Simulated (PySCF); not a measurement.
# Yb(III) with more and more SH

Computed with PySCF 2.14.0, PBE0, def2-SVP on the ligands, density fitting, scalar-relativistic core potentials, no spin-orbit coupling, vacuum. The metal has lcecp-1-SVP with ECP59. Each complex is relaxed within the symmetry of its template. Distances are means of the shortest metal–ligand contacts, charges and spins Mulliken's; removal energies are rigid, with the ligand's formal charge and no counterpoise, so too large; for an anion taken off a cation in vacuum most of it is the attraction of opposite charges, and multiply charged cations can part far more cheaply with an electron moved from ligand to metal. lcecp potentials hold a fixed number of 4f electrons in the core, out of states, spins and gaps.

| complex | point group | M–SH (Å) | charge on M (e) | dipole (D) | removal of one SH (eV) | strongest infrared band, degenerate modes summed (cm⁻¹) | unstable modes (below −25 cm⁻¹) |
| --- | --- | --- | --- | --- | --- | --- | --- |
| [Yb(SH)2]+ | C2, nearly planar | 2.435 | 1.07 | – | 14.82 | 412 | 0 |
| [Yb(SH)4]− | S4 | 2.604 | 0.54 | – | 4.71 | 272 | 0 |

What does the calculation give for Yb(SH)3?

point group: C3, nearly C3h, M–SH (Å): 2.532, charge on M (e): 0.81, dipole (D): 0.01, removal of one SH (eV): 9.36, strongest infrared band, degenerate modes summed (cm⁻¹): 318, unstable modes (below −25 cm⁻¹): 0.
```xyz
7

Yb    0.0000    0.0000    0.8608
S     2.4950    0.4331    0.8714
H     2.8138   -0.8838    0.9147
S    -1.6225    1.9442    0.8714
H    -0.6415    2.8787    0.9147
S    -0.8725   -2.3773    0.8714
H    -2.1723   -1.9949    0.9147
```

The more ligands, the longer each bond and the weaker the last ligand is held.

Moved off a saddle point of the template and relaxed again: Yb(SH)3. One start shape was tried for each, so a minimum needn't be the lowest isomer.
